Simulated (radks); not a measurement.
The numbers below are computed, except where a source is named.
Species: Al3+. Configuration: [Ne].

Level of theory: non-relativistic Kohn-Sham, r2SCAN, spin-unpolarised, spherical densities, point nucleus; meta-GGA in the generalised Kohn-Sham scheme (a radial shooting solver on a logarithmic mesh with Libxc functionals).

Energy parts (hartree):
part                      energy
total                 -240.39367
kinetic                240.06095
electron-nucleus      -561.31841
Hartree                 98.69079
exchange-correlation   -17.82700

Orbitals (lengths in bohr, moments of r in powers of bohr):
orbital  occ.  eigenvalue (hartree)    <r^2>
1s          2             -57.08163  0.01955
2s          2              -5.34969   0.4638
2p          6              -3.88573   0.4484

The highest occupied level is 2p at -105.74 eV. Virial ratio -V/T = 2.00139. For comparison, the ionisation energy in NIST's Atomic Spectra Database is 119.99 eV (measured). In exact Kohn-Sham theory the highest level is minus the ionisation energy, but local and semilocal functionals leave it too shallow, through self-interaction and a potential that decays too fast; potentials with the right tail come closer. The density falls to 0.001 e/bohr^3 at r = 1.96 bohr.
